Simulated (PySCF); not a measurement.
## How the method changes the constants of Cs₂

State: ¹Σg⁺ (singlet), closed shell. Set-up: Cs def2-SVPD with ECP46; scalar-relativistic core potentials (PySCF 2.14). De refers to Cs + Cs in their ground configurations, without counterpoise correction.

| Level | Re (Å) | ωe (cm⁻¹) | De (eV) |
| --- | --- | --- | --- |
| RHF-MP2 | 4.701 | 40.1 | 0.240 |
| RHF-SCS-MP2 | 4.760 | 39.1 | 0.286 |
| RHF-CCSD | 4.776 | 37.7 | 0.308 |
| RHF-CCSD(T) | 4.790 | 36.3 | 0.357 |
| PBE | 4.749 | 39.3 | 0.479 |
| PW91 | 4.741 | 39.6 | 0.50 |
| BP86 | 4.719 | 39.4 | 0.407 |
| r²SCAN | 4.859 | 38.7 | 0.269 |
| M06-L | 4.509 | 40.7 | 0.51 |
| PBE0 | 4.769 | 40.5 | 0.399 |
| LC-ωPBE | 4.869 | 41.7 | 0.253 |

Q: Which functional lies closest to RHF-CCSD(T) in De, which farthest, and by how much do they differ from it?

A: Closest is PBE0 (-2.1 pm in Re, +11.6 % in ωe, +0.04 eV in De against RHF-CCSD(T) in the same basis), farthest M06-L (-28.1 pm in Re, +12.1 % in ωe, +0.15 eV in De). CCSD(T) converges more slowly with the basis than the functionals do and binds too weakly in this one, so the order can change at the basis-set limit.

Q: What does a quarter of exact exchange do here, going from PBE to PBE0?

A: PBE0 less PBE: +2.0 pm in Re, +3.1 % in ωe, -0.08 eV in De. Exact exchange removes part of the self-interaction that spreads semilocal densities, and in most molecules shortens and stiffens the bond and lowers De; here Re goes the other way.

Correlated steps freeze no core orbitals. Closed-shell solutions of metal pairs were not tested for spin polarisation, which can lower them a little. The bond is weak. Basis-set superposition, not corrected here, can be much of De in a small basis, most of all at correlated wavefunction levels. Functionals without a dispersion term scatter widely for such bonds, and LDA overbinds them. Spin–orbit coupling is left out. Where the molecule has an RHF reference, its open-shell atoms are computed with UHF.

The whole job (state search and all levels along the bond) took about 1.6 min on 1 thread of Arm Neoverse V2 (shared host), peak memory 0.7 GiB.
